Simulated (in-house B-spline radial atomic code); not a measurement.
RPA and G0W0 on HSE06: Se⁶⁺

Configuration [Ar] 3d10, mean-field start HSE06. Computed with a B-spline radial code for spherical atoms: all electrons, scalar-relativistic (spin-free one-electron X2C), finite nucleus, each spin shell either full or empty, empty states to l = 9 with an (l + 1/2)⁻⁴ tail; G0W0 by contour deformation at full frequency.

Command:
```bash
python run_gw.py task.json out
```
Settings (radii: box in bohr, nucleus in fm):
```
Z                        34
electrons                28
configuration            [Ar] 3d10
hamiltonian              x2c
method                   hse06
lmax                     9
rms_radius               4.14
spin_polarised           False
box_radius               9.29
intervals                67
```

Time taken, with all properties: 1.8 s on 1 thread of Arm Neoverse V2 (shared host).

Energies (hartree):

```
                                     term        value
                         mean-field total  -2420.21180
Hartree-Fock functional on these orbitals  -2419.00084
                      direct second order      -2.3819
                    second-order exchange      0.69429
                         SOSEX correction      0.64695
```

What is the RPA correlation energy, and what remains with SOSEX?

RPA gives -2.1043 hartree (-2.05 eV per electron); RPA + SOSEX gives -1.4573, and the second-order doubles -1.6876 hartree (no singles). SOSEX takes back 31 % of the RPA value.

Quasi-particle levels (eV):

```csv
level,occupied,mean field,Σx - vxc,Σc,QP weight,G0W0
3d,yes,-144.14,-13.99,?,?,?
4s,no,-87.96,7.38,-1.40,0.992,-81.99
```

G0W0 = mean field + (Σx - vxc) + Σc, with Σc (partial-wave tail included) taken at the quasi-particle energy. Only the outer levels were computed. Levels of low weight are left out.

Where does G0W0 put 3d?

At -155.97 eV, with Σc = 2.16 eV and a quasi-particle weight of 0.964. The tabulated removal energy is 155.327 ± 0.012 eV (NIST, measured); the calculation leaves out spin-orbit coupling, Breit and QED terms, and what these don't explain is the method's own error.
